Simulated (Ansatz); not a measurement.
`COB(O)O[SiH3]` + `[SiH3]CSCS` → `COB(S)O[SiH3]` + `OCSC[SiH3]`  (redistribution)

Calculated with Ansatz (gas phase, PBE0-D4/def2-TZVP geometries, no zero-point term in ΔE). CCSD(T)/CBS adds triple-zeta CCSD(T) − MP2 to the extrapolated MP2 energy (def2 sets, frozen cores). Functionals use def2-TZVPP. Each species was taken in one conformer, which may not be the lowest.

`COB(O)O[SiH3]`:

Z-matrix (Å, degrees):
```
C
O 1 1.406
H 1 1.096 2 111.6
H 1 1.096 2 111.6 3 122.5
H 1 1.090 2 108.1 3 -118.8
B 2 1.371 1 121.7 3 -61.8
O 6 1.359 2 117.9 1 179.8
O 6 1.364 2 124.3 1 -0.2
Si 7 1.648 6 130.3 2 -0.2
H 8 0.958 6 114.5 2 0.2
H 9 1.485 7 110.8 6 -60.9
H 9 1.482 7 106.6 6 179.9
H 9 1.485 7 110.9 6 60.8
```

`[SiH3]CSCS`:

```xyz
13

Si    0.239    1.927    0.158
C     0.779    0.555   -1.010
S     1.038   -1.003   -0.117
C    -0.671   -1.558    0.033
S    -0.779   -2.999    1.102
H    -0.960    1.504    0.927
H     1.345    2.217    1.104
H    -0.103    3.168   -0.594
H     1.748    0.811   -1.448
H     0.092    0.398   -1.845
H    -1.305   -0.752    0.405
H    -1.050   -1.885   -0.938
H    -0.372   -2.381    2.222
```

`COB(S)O[SiH3]`:

```xyz
13

C     1.140    1.440   -1.335
O     0.216    0.398   -1.582
B    -0.352   -0.316   -0.584
S    -1.534   -1.640   -1.028
O    -0.065   -0.070    0.723
Si   -0.457   -0.737    2.179
H     0.723    2.377   -1.711
H     2.063    1.224   -1.877
H     1.360    1.544   -0.272
H    -1.406   -1.460   -2.352
H    -1.802   -1.362    2.121
H     0.559   -1.757    2.540
H    -0.445    0.359    3.177
```

`OCSC[SiH3]`:

Z-matrix (Å, degrees):
```
C
S 1 1.804
O 1 1.399 2 114.3
H 1 1.096 2 104.6 3 -123.8
H 1 1.091 2 110.0 3 119.7
C 2 1.813 1 99.5 3 -64.5
H 3 0.963 1 108.0 2 -54.8
Si 6 1.880 2 111.1 1 -83.3
H 6 1.093 2 106.6 1 156.7
H 6 1.092 2 108.6 1 41.6
H 8 1.485 6 109.2 2 -64.3
H 8 1.486 6 110.0 2 55.4
H 8 1.490 6 110.9 2 175.4
```

```json
{"species": "`COB(O)O[SiH3]`", "PBE energy (Eh)": "-582.15139"}
{"species": "`[SiH3]CSCS`", "PBE energy (Eh)": "-1166.34302"}
{"species": "`COB(S)O[SiH3]`", "PBE energy (Eh)": "-904.98069"}
{"species": "`OCSC[SiH3]`", "PBE energy (Eh)": "-843.49036"}
```

Problem. Work out ΔE.

Solution. ΔE = (-904.98069) + (-843.49036) − (-582.15139) − (-1166.34302) = 0.02336 Eh = +14.7 kcal/mol. CCSD(T)/CBS gives +17.9 kcal/mol.

Largest T1 diagnostic among the species: 0.012.

From PBE to PBE0 (25 % exact exchange), in def2-TZVPP and without D4, ΔE moves by +1.3 kcal/mol. In def2-TZVPP, CCSD(T) changes the Hartree–Fock value by −1.9 kcal/mol (the triples alone add −0.6 kcal/mol) and MP2 by −1.2 kcal/mol.
